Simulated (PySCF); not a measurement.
Si(Me)2 (C₂H₆Si), SMILES C[Si]C (connectivity only; charge and spin as stated), neutral, multiplicity 1.

The structure is a stationary point at PBE-D3(BJ)/def2-TZVP. The isomer is the one that the SMILES or the coordinates give; other isomers of the formula were not compared.

These are PBE-D3(BJ)/def2-TZVP (PySCF 2.14.0) values and carry that method's errors.

Frequencies are harmonic and unscaled.

| mode | ν (cm⁻¹) | IR (km/mol) | moving atoms (share of kinetic energy) |
|---|---|---|---|
| 1 | 109 | 0.2 | H 87 % |
| 2 | 124 | 0.1 | H 98 % |
| 3 | 249 | 2.5 | C 44 %, H 40 %, Si 16 % |
| 4 | 486 | 4.2 | H 82 %, C 14 % |
| 5 | 539 | 3.5 | H 74 %, C 21 % |
| 6 | 639 | 44.1 | C 41 %, H 35 %, Si 24 % |
| 7 | 643 | 21.2 | C 50 %, H 28 %, Si 22 % |
| 8 | 706 | 16.5 | H 69 %, C 19 %, Si 12 % |
| 9 | 829 | 40.2 | H 68 %, C 25 % |
| 10 | 1189 | 22.6 | H 81 %, C 19 % |
| 11 | 1198 | 29.8 | H 81 %, C 19 % |
| 12 | 1368 | 7.6 | H 95 % |
| 13 | 1372 | 2.0 | H 96 % |
| 14 | 1397 | 0.1 | H 94 % |
| 15 | 1403 | 22.9 | H 95 % |
| 16 | 2918 | 2.4 | H 96 % |
| 17 | 2921 | 2.9 | H 96 % |
| 18 | 2997 | 10.4 | H 92 % |
| 19 | 3003 | 16.7 | H 92 % |
| 20 | 3056 | 11.8 | H 91 %, C 9 % |
| 21 | 3056 | 5.8 | H 91 %, C 9 % |
